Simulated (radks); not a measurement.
Excited configurations of Ca: one electron is placed in a higher orbital outside [Ar] 4s1. The ground configuration is [Ar] 4s2. Calculated with a radial shooting solver on a logarithmic mesh with Libxc functionals: non-relativistic Kohn-Sham, r2SCAN, spin-polarised, spherical densities, point nucleus; open shells are filled with parallel spins first; meta-GGA in the generalised Kohn-Sham scheme. Excitation = E - E(ground); binding = E(ion) - E, where the ion is the core of charge +1; n* = 1/sqrt(2 binding) in atomic units, and the quantum defect is n - n*.

outer orbital  excitation (eV)  binding (eV)     n*  quantum defect  eigenvalue (eV)  <r> (bohr)
3d                       1.740         4.071  1.828           1.172           -0.840       3.313
4d                       4.284         1.527  2.985           1.015           -0.701       10.70
5f                       5.201         0.610  4.722           0.278           -0.349       29.77
7d                       5.372         0.439  5.566           1.434           -0.280       48.11
7f                       5.485         0.326  6.465           0.535           -0.211       63.36

Estimate the row for 5d.

Answer. excitation (eV) 4.882; binding (eV) 0.929; n* 3.826; quantum defect 1.174; eigenvalue (eV) -0.523; <r> (bohr) 20.40. The Delta-SCF ionisation energy is 5.811 eV (NIST Atomic Spectra Database: 6.113 eV, measured). Self-interaction in the functional shifts the binding energies and quantum defects, so they are the method's values and not measured ones.
